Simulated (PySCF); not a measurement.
H₃BO, singlet, geometry from GFN2-xTB. Base run: CAMB3LYP/def2-SVP, TDA (PySCF).

Input for PySCF:
```python
from pyscf import gto, scf, dft, tdscf

mol = gto.Mole()
mol.atom = '''
    B    -0.44058869   -0.54482261    0.06308651
    H    -0.34280044   -1.27040265    0.97817278
    H    -1.26725739   -0.70456626   -0.76518846
    O     0.42964833    0.45422062    0.02307270
    H     0.37581461    1.06531696   -0.71299851
'''
mol.basis = 'def2-svp'
mol.verbose = 4
mol.build()

mf = dft.RKS(mol)
mf.xc = 'camb3lyp'
mf.kernel()
td = mf.TDA()
td.nstates = 5
td.kernel()
td.analyze()
```

Variants of this job, named by their change:

```
change                           first excitation (eV)  oscillator strength of the first  second (eV)
-------------------------------  ---------------------  --------------------------------  -----------
base                                              6.61                             0.000         8.79
functional = m062x                                6.57                             0.000         8.97
functional = b3lyp                                6.56                             0.000         8.42
functional = hf                                   7.62                             0.000        10.53
functional = pbe0                                 6.59                             0.000         8.74
guess vectors = 13 for 5 states                   6.61                             0.000         8.79
nstates = 2                                       6.61                             0.000         8.79
functional = lc_wpbe                              6.69                             0.000         9.44
nstates = 10                                      6.61                             0.000         8.79
functional = pbe                                  6.23                             0.000         7.85
nstates = 15                                      6.61                             0.000         8.79
```

An iterative solver can miss low states, so a row lists the states that it found.
